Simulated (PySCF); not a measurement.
Si(Cl)2(Me)(SiH3) (CH6Cl2Si2), SMILES C[Si]([SiH3])(Cl)Cl. The structure is a stationary point at PBE-D3(BJ)/def2-SVP.

### Question
Give the equilibrium geometry at PBE-D3(BJ)/def2-SVP (PySCF confirms it by a frequency run) as Cartesian coordinates in Å, and its point group. (The exact figures need the calculation; the answer reports its results.)

### Answer
point group Cs.
```xyz
11

C     -0.5951    -2.1016     0.0000
Si    -0.1099    -0.2920     0.0000
Si     2.1899     0.1683     0.0000
Cl    -0.9268     0.6160    -1.6978
Cl    -0.9268     0.6160     1.6978
H     -0.1946    -2.6054    -0.9026
H     -1.6995    -2.1968     0.0000
H     -0.1946    -2.6054     0.9026
H      2.3907     1.6573     0.0000
H      2.8306    -0.4261     1.2257
H      2.8306    -0.4261    -1.2257
```
